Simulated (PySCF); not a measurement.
Hf(NH2)2(SH)2 (H6HfN2S2), SMILES [NH2][Hf]([NH2])([SH])[SH], multiplicity 1.

The structure is a stationary point at PBE-D3(BJ)/def2-SVP. The spin state was assumed, not searched. The def2 effective core potentials stand for the cores of Hf; spin–orbit coupling is left out. The values are those of a single conformer.

Level of theory: PBE-D3(BJ)/def2-SVP run with PySCF.

Frequencies are harmonic and unscaled.

| mode | ν (cm⁻¹) | IR (km/mol) | moving atoms (share of kinetic energy) |
|---|---|---|---|
| 1 | 66 | 2.8 | H 60 %, N 19 %, S 11 %, Hf 10 % |
| 2 | 75 | 0.8 | S 80 %, Hf 14 % |
| 3 | 79 | 2.5 | H 54 %, N 24 %, S 14 %, Hf 9 % |
| 4 | 119 | 0.0 | N 59 %, S 22 %, H 19 % |
| 5 | 140 | 1.3 | N 59 %, H 31 % |
| 6 | 142 | 4.4 | H 65 %, S 16 %, N 12 % |
| 7 | 146 | 4.6 | H 51 %, N 29 %, S 13 % |
| 8 | 226 | 2.2 | H 91 % |
| 9 | 312 | 13.7 | H 56 %, S 39 % |
| 10 | 335 | 2.2 | H 55 %, S 38 % |
| 11 | 335 | 27.5 | S 69 %, Hf 21 %, H 10 % |
| 12 | 429 | 29.7 | H 82 %, S 9 %, N 8 % |
| 13 | 439 | 51.6 | H 88 %, N 10 % |
| 14 | 442 | 1.6 | H 86 %, S 11 % |
| 15 | 459 | 31.1 | H 81 %, N 18 % |
| 16 | 465 | 244.8 | H 78 %, N 21 % |
| 17 | 486 | 53.6 | H 76 %, N 21 % |
| 18 | 618 | 84.8 | N 73 %, H 15 %, Hf 12 % |
| 19 | 626 | 63.5 | N 78 %, H 15 % |
| 20 | 1446 | 43.5 | H 89 %, N 11 % |
| 21 | 1446 | 28.4 | H 90 %, N 10 % |
| 22 | 2615 | 1.3 | H 97 % |
| 23 | 2615 | 2.0 | H 97 % |
| 24 | 3447 | 72.0 | H 96 % |
| 25 | 3450 | 42.8 | H 96 % |
| 26 | 3539 | 14.0 | H 92 %, N 8 % |
| 27 | 3539 | 33.8 | H 92 %, N 8 % |
